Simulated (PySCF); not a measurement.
**Radial density of Cr⁺ (chromium, charge +1)**

r2SCAN, [Ar] 3d4 4s1, high-spin 6D determinant (an excited configuration). All numbers are calculated (PySCF 2.14, the spin-free X2C one-electron Hamiltonian (Gaussian nucleus), in aug-cc-pwCVTZ-DK with one added diffuse shell each of s, p, d, f, g type (11s10p8d5f4g, 152 functions)).

| r (bohr) | 4πr²ρ (e/bohr) | 4πr²(ρα − ρβ) |
| --- | --- | --- |
| 0.000867 | 0.1250 | 0.0001 |
| 0.00146 | 0.3198 | 0.0001 |
| 0.00245 | 0.8045 | 0.0003 |
| 0.00413 | 1.969 | 0.0008 |
| 0.00694 | 4.605 | 0.0020 |
| 0.0117 | 9.920 | 0.0042 |
| 0.0196 | 18.52 | 0.0073 |
| 0.0330 | 27.12 | 0.0084 |
| 0.0556 | 27.53 | 0.0005 |
| 0.0935 | 21.92 | -0.0061 |
| 0.157 | 28.34 | 0.0707 |
| 0.264 | 27.49 | 0.4653 |
| 0.445 | 10.91 | 1.7300 |
| 0.748 | 13.29 | 3.1181 |
| 1.26 | 6.846 | 2.2735 |
| 2.12 | 1.348 | 1.0731 |
| 3.56 | 0.3384 | 0.3370 |
| 5.99 | 0.01076 | 0.0108 |
| 10.1 | 0.0001107 | 0.0001 |

Densities and radii are taken from the X2C orbitals without a picture-change correction, which distorts them close to the nucleus.

**Question.** Where is the radial spin density 4πr²(ρα − ρβ) most negative, and why is it negative at all?

**Answer.** Around r = 0.0935 bohr, down to -0.0061 e/bohr: exchange with the open shell polarises the paired shells in an unrestricted calculation.
